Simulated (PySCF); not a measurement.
# Zn: excitation energy

Zn [Ar] 3d10 4s2 (1S) → Zn [Ar] 3d9 4s2 4p1 (high-spin determinant), as a difference of total energies. All numbers are calculated (PySCF 2.14, the spin-free X2C one-electron Hamiltonian (Gaussian nucleus), in ANO-RCC-VTZP (6s5p3d2f1g, 59 functions)). Correlated levels: valence: [Ar] frozen. The calculations carry no spin-orbit coupling.

```csv
method,excitation energy (eV)
UHF,8.878
MP2 (valence),11.662
SCS-MP2 (valence),11.338
CCSD (valence),10.956
CCSD(T) (valence),11.126
```

Task: How much does correlation contribute at CCSD(T) (valence)?

Result: 11.126 − (8.878) = 2.248 eV, measured against UHF.

A first-order spin-orbit estimate (lowest level to lowest level, LS coupling) adds -0.119 eV.

The upper state lies above the first ionisation limit, where it may autoionise and the basis confines it.

The basis was made for the ground configuration and has no added diffuse functions, so the excitation energy can come out too high.

The determinant of the upper state mixes LS terms, which raises its energy above the lowest term, most at the Hartree-Fock and MP2 levels.
